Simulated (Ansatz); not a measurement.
Calculated with Ansatz (gas phase, PBE0-D4/def2-TZVP geometries, no zero-point term in ΔE). CCSD(T)/CBS adds triple-zeta CCSD(T) − MP2 to the extrapolated MP2 energy (def2 sets, frozen cores). Functionals use def2-TZVPP. def2 core potentials past Kr. For Te outer-core shells are correlated without core-valence functions, which leaves a few kJ/mol of doubt a bond. One conformer a species, not always the lowest.

Consider the ligand exchange at the Si–Te bond: `B[Te][SiH2]N` + CH₃NH₂ → `CN[SiH2]N` + `B[TeH]`.

(1) Is it downhill or uphill in electronic energy at CCSD(T)/CBS, and by how much? (An estimate is asked.)

(2) What do these levels give: PBE-D4, revPBE-D4, B97M-V, PBE0-D4, revPBE, r2SCAN0, LC-ωPBE, RPA@PBE/def2-TZVPP, HF/def2-SVP, CCSD/def2-TZVPP, CCSD(T)/def2-TZVPP, MP2/CBS(def2)? (Best estimate.)

Largest T1 diagnostic among the species: 0.015.

Answers

(1) Ansatz gave: Nearly level: ΔE = -0.5 kcal/mol.

(2) Ansatz gave: PBE-D4 1.9, revPBE-D4 1.6, B97M-V -2.9, PBE0-D4 1.1, revPBE 2.0, r2SCAN0 -0.5, LC-ωPBE -1.8, RPA@PBE/def2-TZVPP -2.2, HF/def2-SVP -2.4, CCSD/def2-TZVPP -2.4, CCSD(T)/def2-TZVPP -1.6, MP2/CBS(def2) 1.0 kcal/mol.

From BLYP to BHLYP (50 % exact exchange), in def2-TZVPP and without D4, ΔE moves by −1.8 kcal/mol. In def2-TZVPP, CCSD(T) changes the Hartree–Fock value by +2.3 kcal/mol (the triples alone add +0.8 kcal/mol) and MP2 by +3.8 kcal/mol. Leaving LDA and LC-ωPBE aside and taking each functional with its dispersion term where it has one, the values, not all of them listed here, spread over 5.1 kcal/mol, from CAM-B3LYP-D4 to PBE-D4. LDA lies −2.3 kcal/mol from PBE without D4.
